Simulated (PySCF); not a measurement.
**Working out the excitation energy of Ge⁺**

Ge⁺ [Ar] 3d10 4s2 4p1 (2P) → Ge⁺ [Ar] 3d10 4s1 4p2 (4P). All numbers are calculated (PySCF 2.14, the spin-free X2C one-electron Hamiltonian (Gaussian nucleus), in x2c-TZVPPall (6s5p4d1f, 48 functions)). Frozen: [Ar] 3d10. Energies in hartree (1 hartree = 27.21139 eV):

| part | Ge⁺ (lower) | Ge⁺ (upper) |
| --- | --- | --- |
| UHF | -2096.775745 | -2096.594508 |
| CCSD correlation | -0.050019 | -0.011967 |
| (T) | -0.000751 | -0.000068 |

Question: What does Hartree-Fock give?

Answer: (-2096.594508) − (-2096.775745) = 0.181237 hartree = 4.932 eV.

Question: What do CCSD and CCSD(T) give?

Answer: The CCSD correlation energies differ by 0.038052 hartree = 1.035 eV and the triples by 0.000683 hartree = 0.019 eV, so CCSD gives 5.967 eV and CCSD(T) 5.986 eV.

Measured between the centres of the two terms (NIST): 6.389 eV, so CCSD(T) (valence) is off by -0.403 eV.

What remains against the reference includes basis incompleteness, the frozen core and higher excitations.
